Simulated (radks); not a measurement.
Species: He+. Configuration: 1s0.5 2p0.5 (fractional occupations, a model configuration). Calculated with a radial shooting solver on a logarithmic mesh with Libxc functionals: Dirac Kohn-Sham, LDA (Slater exchange, Perdew-Zunger correlation), spin-unpolarised, spherical densities, finite nucleus; open shells fill j = l - 1/2 first; Gaussian nuclear charge, rms radius 1.6755 fm. Some entries of the table are withheld. Estimate them.

orbital  occ.  eigenvalue (Ry)  <r> (bohr)
1s1/2     0.5         -3.37684         (1)
2p1/2     0.5              (2)         (3)
2p3/2       0              (4)         (5)

Answer. 
(1) 1s1/2 <r> (bohr): 0.7536
(2) 2p1/2 eigenvalue (Ry): -0.57146
(3) 2p1/2 <r> (bohr): 2.951
(4) 2p3/2 eigenvalue (Ry): -0.57143
(5) 2p3/2 <r> (bohr): 2.951
